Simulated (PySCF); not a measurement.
Si(CF3)(H)2(OH) (CH3F3OSi), SMILES O[SiH2]C(F)(F)F.

Geometry: PBE0-D3(BJ)/def2-SVP. Other conformers were not sampled.

Two levels are set side by side: TDDFT-PBE/def2-SVPD (PySCF) and TDDFT-B3LYP/def2-SVPD (PySCF). Vertical, same geometry. The lowest singlet is HOMO→LUMO 99 % with PBE and HOMO→LUMO 98 % with the other functional; states are paired by order. Differences are taken from unrounded values.

```
quantity                               TDDFT-PBE
-------------------------------------  ---------
lowest singlet excitation (eV)              6.43
lowest triplet excitation (TDA) (eV)        6.13
first bright state (f over 0.05) (eV)       8.64
its oscillator strength                     0.07
```

**Question.** These are the TDDFT-PBE values. What does TDDFT-B3LYP give? (Estimate from the structure and the level; the computed values follow.)

**Answer.** 
| quantity | TDDFT-B3LYP | TDDFT-PBE minus TDDFT-B3LYP |
|---|---|---|
| lowest singlet excitation (eV) | 7.11 | -0.68 |
| lowest triplet excitation (TDA) (eV) | 6.77 | -0.64 |
| first bright state (f over 0.05) (eV) | 8.93 | -0.28 |
| its oscillator strength | 0.07 | 0.01 |

A lower first singlet is the usual sign of a functional without exact exchange. Differences between two approximate levels are no errors against the true value.

Rough cost on one machine, each run with all the roots and properties that it gave: TDDFT-B3LYP against TDDFT-PBE about 3 times.
